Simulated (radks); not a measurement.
Problem. The mean radii <r> (bohr) of the occupied orbitals of an atom or ion are listed with their occupations. Calculated with a radial shooting solver on a logarithmic mesh with Libxc functionals: non-relativistic Kohn-Sham, PBE, spin-polarised, spherical densities, point nucleus.

| orbital | occ. | <r> |
|---|---|---|
| 1s | 2 | 0.1205 |
| 2s | 2 | 0.6248 |
| 2p | 6 | 0.5978 |

Name the element and its charge. Open shells, if any, are filled with parallel spins first.

Solution. Z = 13, aluminium, charge +3: Al3+ in [Ne]. The 1s radius gives Z: for a bare nucleus <r> = 1.5/Z, 0.1154 bohr for Z = 13, and screening makes it slightly larger (0.1205 here). The occupations add up to 10, and the charge is Z minus that.
